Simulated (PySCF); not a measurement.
Two structures of SiNH$_{3}$F$_{2}$, closed shell, reached by relaxing down either side of one saddle point (PBE0-D4/def2-TZVP). Energies are electronic, without zero-point energy. PySCF 2.14 with density fitting (its default auxiliary sets; JK sets also for MP2 and CCSD(T)); basis: def2-TZVPP and def2-QZVPP; cores frozen in the correlated methods. Extrapolation: Hartree–Fock as exp(−7.88 √X), correlation as X^−2.97. First:

```csv
atom,x (Å),y (Å),z (Å)
Si1,-0.5826,-0.2429,-0.1135
N2,0.9668,0.3885,0.0676
H3,-0.7254,-1.5078,-0.8513
F4,-1.1683,-0.4906,1.3394
F5,-1.4794,0.8154,-0.8833
H6,1.5476,0.1873,0.8623
H7,1.4426,0.9058,-0.6503
```

Second:

```xyz
7
angstrom
Si -1.4058 -0.0812 -0.0084
N 0.6420 -0.1906 -0.4009
H 0.9850 -1.1455 -0.3856
F -1.0474 -0.5138 1.5322
F -1.2076 1.5410 0.1268
H 1.1009 0.3333 0.3405
H 0.8821 0.2295 -1.2928
```

(1) Which bonds change from the first to the second?

(2) Give the saddle point's structure and its height above each. (Judge from chemistry; the value comes from the calculation.)

No T1 diagnostic of these runs exceeds 0.015. The restricted Hartree–Fock reference is unstable towards an unrestricted one at one or more of these structures. The start structure is not quite a true minimum (one mode of 67i cm⁻¹).

Results:

(1) SiNH₃F₂ ([NH2][SiH]([F])[F]) → SiF₂ + NH₃ (still joined by a long Si–N bond); bonds formed: N2–H3; bonds broken: Si1–H3; bonds weakened to dative contacts: Si1–N2.

(2) The calculation gives: 77.77 kcal/mol above the first and 43.38 kcal/mol above the second (CCSD(T) at an estimated basis limit (MP2 extrapolated from triple and quadruple zeta, plus CCSD(T) − MP2 in triple zeta)).
Si1  (-0.974, -0.258, -0.027)
N2  (0.845, 0.016, -0.148)
H3  (0.230, -1.131, -0.670)
F4  (-1.143, -0.323, 1.567)
F5  (-1.648, 1.127, -0.469)
H6  (1.468, -0.006, 0.654)
H7  (1.223, 0.574, -0.907)
(Å)

Losses and insertions of silylenes and their heavier kin drive the gas-phase chemistry of silicon and germanium vapour deposition.

Labels in which every atom is bracketed show which atoms are joined, not bond orders.

For scale, one of the runs: CCSD(T)/def2-TZVPP, 177 basis functions, launched by `OMP_NUM_THREADS=4 python run.py`. Time: 2.3 min of wall clock on 4 CPU threads of an Intel Xeon 6975P-C; the host was shared. Peak host memory: 2 GiB.
